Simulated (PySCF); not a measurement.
Numbering as in the mapped SMILES `[O:1]=[C:2]1[CH:3]=[C:4]([CH2:5][F:6])[C:7](=[O:8])[CH2:9]1`. Each H is labelled by its parent atom.

Level of theory: σ from GIAO-PBE0/pcSseg-1, GFN2-xTB structure, in PySCF (a single conformation, in vacuum, one averaged value for each set of equivalent atoms, non-relativistic).

Q: List the cross peaks expected in HSQC, COSY and HMBC spectra.

A: 

HSQC (one-bond C–H):
| δH | δC |
| --- | --- |
| 7.29 (H(C3)) | 150.0 (C3) |
| 5.79 (H(C5)) | 83.2 (C5) |
| 2.81 (H(C9)) | 45.3 (C9) |

HMBC (two and three bonds, from the bond graph):
| δH | δC |
| --- | --- |
| 7.29 (H(C3)) | 206.6 (C7), 203.1 (C2), 169.6 (C4), 83.2 (C5), 45.3 (C9) |
| 5.79 (H(C5)) | 206.6 (C7), 169.6 (C4), 150.0 (C3) |
| 2.81 (H(C9)) | 206.6 (C7), 203.1 (C2), 169.6 (C4), 150.0 (C3) |

No COSY cross peaks are expected.

δ = σ(ref) − σ, references computed at the same level: 1H (σ = 31.72 ppm) and 13C (σ = 186.93 ppm) vs TMS.

Shifts are as computed. Against solution values, carbons near 30 ppm lie about +3 ppm off and those near 130 ppm about +5 ppm. Of 1211 compounds with measured shifts, 218 miss one by over three times the rms of a fit or turn the order of signals round; such compounds aren't used in these exercises.
